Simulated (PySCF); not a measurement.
## Cl (chlorine, neutral) across methods

[Ne] 3s2 3p5, 2P determinant. Computed with PySCF 2.14 in aug-cc-pV(5+d)Z (8s7p6d4f3g2h, 136 functions), with the non-relativistic Hamiltonian (point nucleus).

| method | E (hartree) | mean ε 3s β (eV) | mean ε 3p α (eV) | mean ε 3p β (eV) | Σ⟨r²⟩ (bohr²) | ⟨S²⟩ |
| --- | --- | --- | --- | --- | --- | --- |
| r2SCAN0 | -460.1295 | -22.365 | -10.881 | -9.821 | 27.48 | 0.757 |
| UHF | -459.48976 | -27.604 | -14.393 | -13.087 | 27.63 | 0.761 |
| HSE06 | -460.0295 | -21.651 | -10.162 | -9.193 | 27.58 | 0.754 |
| PBE | -459.9728 | -19.857 | -9.028 | -8.135 | 27.78 | 0.753 |
| PBE0 | -460.0109 | -22.066 | -10.579 | -9.604 | 27.57 | 0.755 |
| r2SCAN | -460.1305 | -20.365 | -9.475 | -8.457 | 27.53 | 0.757 |
| MN15 | -460.0859 | -22.377 | -11.271 | -10.425 | 27.42 | 0.753 |

(1) Estimate the same row for LDA.

Answers

(1) E (hartree) = -458.6665; mean ε 3s β (eV) = -19.983; mean ε 3p α (eV) = -9.103; mean ε 3p β (eV) = -8.208; Σ⟨r²⟩ (bohr²) = 27.86; ⟨S²⟩ = 0.752.
